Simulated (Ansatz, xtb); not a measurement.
# Isomers of CH5BSe in order of energy

5 gas-phase structures of CH5BSe, found in a search over its isomers (lower ones may exist). Each was relaxed with GFN2-xTB:

A. `BC[SeH]`, a singlet
B. a singlet given by its coordinates
C. `CB[SeH]`, a singlet
D. `[BH3-][Se+]=C`, a singlet
E. `B[Se]C`, a singlet

B (Å):

```yaml
atoms:
  - { symbol: C, position_ang: [2.6582, -0.8961, -1.3923] }
  - { symbol: B, position_ang: [1.6638, -0.5908, -0.2316] }
  - { symbol: Se, position_ang: [3.1813, -2.2274, -0.0179] }
  - { symbol: H, position_ang: [1.9221, 0.2367, 0.5578] }
  - { symbol: H, position_ang: [0.6013, -1.0870, -0.2494] }
  - { symbol: H, position_ang: [2.3305, -1.4468, -2.2698] }
  - { symbol: H, position_ang: [3.5162, -0.2727, -1.6239] }
  - { symbol: H, position_ang: [4.1671, -1.3889, 0.6464] }
```

Close contacts (Å): C1–B2 1.56, C1–Se3 1.98, B2–Se3 2.24, C1–H6 1.09, C1–H7 1.09, B2–H4 1.17, B2–H5 1.17, Se3–H8 1.45.

Question: Which do you expect lowest at r2SCAN-D4/def2-SVP, and how would the others follow?

Answer: Calculated order at r2SCAN-D4/def2-SVP: C (0.0), E (13.9), B (27.0), A (39.0), D (55.2) kcal/mol.

Energies above the lowest of each column, in kcal/mol; the last columns are at PBE0-D4/def2-TZVP geometries and were run for some of them only (a dash: not run or not comparable):

| structure | GFN2-xTB | HF/STO-3G | r2SCAN-D4/def2-SVP | PBE0-D4/def2-TZVP | CCSD(T)/def2-TZVP |
| --- | --- | --- | --- | --- | --- |
| C | 0.0 | 0.0 | 0.0 | 0.0 | 0.0 |
| E | 0.1 | 6.6 | 13.9 | 11.7 | 10.1 |
| B | 19.1 | 27.2 | 27.0 | 24.6 | 24.7 |
| A | 22.7 | 34.6 | 39.0 | – | – |
| D | 37.1 | 74.1 | 55.2 | – | – |

Every level run on C puts it lowest or level with the lowest. Flexible structures stand in one conformer each, not always the lowest. Frequencies (PBE0-D4/def2-TZVP) were run for B, C, E alone.

Over these structures GFN2-xTB departs from r2SCAN-D4/def2-SVP by 5.8 kcal/mol on average once a common shift is removed. A GFN2-xTB relaxation took about 0.1 s and the r2SCAN-D4/def2-SVP energy about 1.3 s on a shared host (Ansatz 0.2.0, xtb 6.7.1).
